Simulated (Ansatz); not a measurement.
System: CClF₂ (charge +1, singlet). 
Structure (B3LYP-D3(BJ)/def2-TZVP (Ansatz, a program for electronic structure) minimum search):
```xyz
4

F     -1.1217    -0.9789     0.0111
C     -0.3783     0.0286     0.0023
F     -0.9618     1.1365     0.0016
Cl     1.2365    -0.0935    -0.0075
```
Charge +1, spin multiplicity 1.

Q: Give the harmonic wavenumbers at B3LYP-D3(BJ)/def2-TZVP (Ansatz, finite differences of forces, unscaled).

A: 421, 519, 686, 821, 1414, 1521 cm⁻¹. Zero-point energy 7.7 kcal/mol.

Q: From these and the geometry, give the ideal-gas thermochemistry at 298.15 K and 1 atm (rigid rotor, harmonic oscillator).

A: Point group C2v, rotational symmetry number 2. Rotational constants 11.82, 5.172, 3.598 GHz. S(trans) 39.25, S(rot) 23.42, S(vib) 2.04, S(elec, spin only) 0.00, S 64.7 cal/(mol K). H(298) - H(0) 2.81 kcal/mol; G - E(el) -8.8 kcal/mol.
